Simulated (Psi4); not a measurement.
scandium atom (Sc), doublet.

Input for Psi4:
```
memory 2 GB

molecule mol {
0 2
Sc    0.000000    0.000000    0.000000
}

set {
  basis cc-pvtz
  reference uks
}

energy('m06-l')
print_variables()
```

What does this run give for the dipole moment, total energy, <S^2>, number of basis functions?


```yaml
dipole_moment: 0.00 D
total_energy: -760.585096 Ha
"<S^2>": 0.846
number_of_basis_functions: 68
```

These values belong to the state on which the SCF converged, which isn't shown to be the lowest.
